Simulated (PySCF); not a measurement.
## SMILES F[C@H]1C[CH2][Ge@@H]1[F], C3H6F2Ge

Geometry:
```csv
atom,x (Å),y (Å),z (Å)
F1,-0.039,2.382,0.157
C2,-0.106,1.066,0.540
C3,-1.066,0.236,-0.327
C4,-0.326,-1.106,-0.475
Ge5,1.401,-0.217,0.063
F6,2.117,-0.951,1.510
H7,-0.365,1.062,1.603
H8,-2.059,0.137,0.107
H9,-1.160,0.729,-1.295
H10,-0.623,-1.822,0.291
H11,-0.440,-1.573,-1.449
H12,2.668,0.056,-0.751
```

Computed, not measured: PySCF 2.14.0, TDDFT CAM-B3LYP/def2-SVPD circular dichroism and optical rotation, one conformer, gas phase. Geometry: GFN2-xTB.

The calculation is non-relativistic, which matters for the atoms heavier than Zn. States above about 9.3 eV (minus the energy of the highest occupied orbital) lie near or above the ionisation threshold and depend on the basis.

(1) Draw the ECD and absorption spectra from the lowest 16 states, each a Gaussian of half-width 0.35 eV at 1/e height.

## Answers

(1) 
```
E (eV)  λ (nm)  Δε (L mol⁻¹ cm⁻¹)  ε (L mol⁻¹ cm⁻¹)
  5.77     215              -1.65              39.8
  5.92     209              -4.66               113
  6.07     204              -9.14               221
  6.22     199             -12.37               305
  6.37     195             -11.38               317
  6.52     190              -6.23               357
  6.67     186              +0.88               690
  6.82     182              +8.10              1520
  6.97     178             +12.60              2690
  7.12     174             +10.44              3690
  7.27     170              +2.07              4310
  7.42     167              -5.56              4630
  7.57     164              -6.47              4500
  7.72     161              -2.52              3880
  7.87     158              +0.17              3670
  8.02     155              -1.78              5130
  8.17     152              -6.10              8900
  8.32     149              -4.48             14300
  8.47     146             +10.49             19200
  8.62     144             +31.63             20800
  8.77     141             +40.34             18600
  8.92     139             +29.92             14800
  9.07     137             +12.81             11600
  9.22     134              +1.85              9360
```
Δε uses R in velocity form, ε uses f in length form. Only the states computed contribute, so the short-wavelength end is incomplete.
